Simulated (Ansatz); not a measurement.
Ansatz results at the PBE0-D4/def2-TZVP geometry: HOMO energy (PBE0/def2-TZVPP) -7.42 eV; LUMO energy (B3LYP/def2-TZVPP) -2.92 eV; LUMO energy (PBE0/def2-TZVPP) -2.65 eV.

Each molecule was computed in one conformer, which needn't be the lowest.

(1) Which molecule gave them?
A. `S[S][In]([Br])[Br]`
B. `O=CC(F)BF`
C. `CC1(F)[SiH2][SiH2]1`
D. `[BH]1[AlH][GeH2]1`

Results:

(1) A. The others give `CC1(F)[SiH2][SiH2]1`: -7.01, -0.64, -0.44; `[BH]1[AlH][GeH2]1`: -6.23, -1.58, -1.42; `O=CC(F)BF`: -8.00, -2.07, -1.79.

B3LYP here is the variant with VWN-RPA as its local correlation; programs differ in this.
